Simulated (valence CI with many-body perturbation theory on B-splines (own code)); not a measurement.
The numbers below are computed, except where a source is named.
## O⁺: what each term of the Hamiltonian does

Method: valence CI with perturbative core correlation (CI+MBPT): five valence electrons over a frozen Dirac-Fock core [He], radial functions for each j: 9 s, 9 p, 8 d, 6 f, 3 g, 1 h, with the one-electron correlation potential Σ1 (screened to all orders), the two-electron term Σ2, the three-electron term Σ3, Breit, model QED; selected single and double excitations, second order for the rest, scaled by the run's own slope (own B-spline code, finite nucleus).

Set against measurement, 59 paired levels are off by 111 cm⁻¹ on average, the worst by 352. These come from a selection out of the NIST Handbook of Basic Atomic Spectroscopic Data. Levels without a partner in it may be off by more. Among the levels kept, up to 1700 cm⁻¹ of a level comes from second order outside the variational space, and about a tenth of that is noise between levels of different J, which matters for small intervals.

Each rung adds one term. CI alone is the Dirac-Coulomb CI over the frozen core; QED comes last and gives the full result, which names the levels. Energies are above 2s2.2p3 4S°_3/2 on the same rung, in eV.

Letters in brackets count levels of one name in rising energy.

```
                 Level  CI alone       Σ1       Σ2       Σ3    Breit      QED    Full
       2s2.2p3 2D°_5/2     3.341  +0.0089  +0.0118  -0.0128  -0.0026  +0.0001   3.346
       2s2.2p3 2D°_3/2     3.341  +0.0088  +0.0113  -0.0128  +0.0006  +0.0001   3.349
       2s2.2p3 2P°_1/2     5.026  +0.0098  +0.0266  -0.0162  +0.0005   0.0000   5.046
       2s2.2p3 2P°_3/2     5.026  +0.0099  +0.0264  -0.0162   0.0000   0.0000   5.046
         2s.2p4 4P_5/2    14.935  -0.0429  -0.0127  -0.0108  -0.0013  -0.0032  14.864
         2s.2p4 4P_3/2    14.954  -0.0426  -0.0128  -0.0108  -0.0011  -0.0032  14.884
         2s.2p4 4P_1/2    14.965  -0.0424  -0.0130  -0.0108  -0.0028  -0.0031  14.893
         2s.2p4 2D_5/2    20.703  -0.0308  -0.0312  -0.0263  -0.0032  -0.0032  20.608
         2s.2p4 2D_3/2    20.703  -0.0308  -0.0315  -0.0263  -0.0015  -0.0032  20.609
     2s2.2p2.3s 4P_1/2    22.888  +0.0806  -0.0016  -0.0201  +0.0011  +0.0011  22.949
     2s2.2p2.3s 4P_3/2    22.905  +0.0810  -0.0015  -0.0201  -0.0008  +0.0012  22.965
     2s2.2p2.3s 4P_5/2    22.929  +0.0813  -0.0012  -0.0201  -0.0061  +0.0012  22.984
     2s2.2p2.3s 2P_1/2    23.359  +0.0757  -0.0082  -0.0210  +0.0003  +0.0009  23.406
     2s2.2p2.3s 2P_3/2    23.387  +0.0760  -0.0077  -0.0210  -0.0050  +0.0010  23.430
         2s.2p4 2S_1/2    24.381  -0.0217  -0.0147  -0.0326  -0.0002  -0.0030  24.309
    2s2.2p2.3p 2S°_1/2    25.224  +0.0759  -0.0067  -0.0203  -0.0032  +0.0008  25.271
    2s2.2p2.3p 4D°_1/2    25.566  +0.0755  -0.0066  -0.0201  +0.0010  +0.0007  25.617
    2s2.2p2.3p 4D°_3/2    25.575  +0.0758  -0.0072  -0.0201  -0.0002  +0.0008  25.624
    2s2.2p2.3p 4D°_5/2    25.588  +0.0759  -0.0074  -0.0201  -0.0018  +0.0008  25.636
    2s2.2p2.3p 4D°_7/2    25.606  +0.0762  -0.0064  -0.0201  -0.0067  +0.0009  25.650
     2s2.2p2.3s 2D_5/2    25.607  +0.0871  +0.0047  -0.0283  -0.0042  +0.0012  25.668
     2s2.2p2.3s 2D_3/2    25.608  +0.0871  +0.0047  -0.0283  -0.0040  +0.0012  25.669
    2s2.2p2.3p 4P°_1/2    25.766  +0.0755  -0.0065  -0.0201  -0.0005  +0.0008  25.815
    2s2.2p2.3p 4P°_3/2    25.775  +0.0758  -0.0071  -0.0200  -0.0023  +0.0008  25.822
    2s2.2p2.3p 4P°_5/2    25.788  +0.0759  -0.0061  -0.0201  -0.0054  +0.0008  25.833
2s2.2p2.3p 2D°_3/2 [a]    26.166  +0.0764  -0.0059  -0.0207  -0.0005  +0.0008  26.216
2s2.2p2.3p 2D°_5/2 [a]    26.194  +0.0768  -0.0056  -0.0207  -0.0055  +0.0008  26.239
    2s2.2p2.3p 4S°_3/2    26.245  +0.0749  -0.0094  -0.0202  -0.0033  +0.0007  26.288
         2s.2p4 2P_3/2    26.552  -0.0080  -0.1002  -0.0392  -0.0015  -0.0027  26.400
         2s.2p4 2P_1/2    26.572  -0.0077  -0.1003  -0.0394  -0.0029  -0.0027  26.419
2s2.2p2.3p 2P°_1/2 [a]    26.494  +0.0764  -0.0038  -0.0208  -0.0018  +0.0008  26.545
```

The middle columns are the shifts that each term adds.

(1) How does the ionisation energy move along the ladder, and which term matters most?

Results:

(1) CI alone 35.039, + Σ1 35.123, + Σ2 35.116, + Σ3 35.096, + Breit 35.098, + QED 35.098 eV. The largest step is Σ1, 0.084 eV. NIST lists 35.1211 eV (measured).
